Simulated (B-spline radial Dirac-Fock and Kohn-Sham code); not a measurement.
**Elastic and transport cross sections of terbium for electrons**

The computed values come from a radial finite-basis atomic code: relativistic (Dirac) partial waves in the static field of the Dirac-Fock atom with Furness-McCarthy exchange, without polarisation or absorption potentials. Below a few hundred eV the neglected polarisation potential matters, most of all at small angles. σ_tr1 and σ_tr2 weight the cross section with 1 − P₁ and 1 − P₂ of cos θ; "backward" is the share scattered beyond 90°.

| energy (eV) | σ (a₀²) | σ_tr1 (a₀²) | σ_tr2 (a₀²) | σ/σ_tr1 | backward (%) |
| --- | --- | --- | --- | --- | --- |
| 155 | 29.7 | 4.21 | 5.77 | 7.06 | 4.7 |
| 159 | 29.3 | 4.24 | 5.82 | 6.91 | 4.9 |
| 178 | 27.4 | 4.39 | 6.06 | 6.25 | 5.5 |
| 200 | 25.7 | 4.54 | 6.28 | 5.65 | 6.3 |
| 300 | 20.6 | 4.79 | 6.09 | 4.30 | 9.0 |
| 368 | 18.6 | 4.64 | 5.41 | 4.01 | 10 |
| 453 | ? | ? | ? | ? | ? |
| 487 | 16.2 | 4.16 | 4.23 | 3.90 | 11 |
| 500 | 16.0 | 4.10 | 4.12 | 3.90 | 11 |
| 841 | 12.4 | 2.82 | 2.41 | 4.41 | 10 |
| 985 | 11.5 | 2.44 | 2.08 | 4.71 | 9.7 |
| 1000 | 11.4 | 2.40 | 2.06 | 4.74 | 9.6 |
| 1240 | 10.2 | 1.93 | 1.71 | 5.28 | 8.4 |
| 1460 | 9.37 | 1.62 | 1.50 | 5.78 | 7.4 |
| 1500 | 9.24 | 1.57 | 1.47 | 5.88 | 7.3 |

Task: Fill in the row for 453 eV.

Result: σ = 16.8 a₀², σ_tr1 = 4.31 a₀², σ_tr2 = 4.54 a₀², σ/σ_tr1 = 3.90, backward 11 %. The ratio σ/σ_tr1 is roughly the number of elastic collisions that randomise the direction.
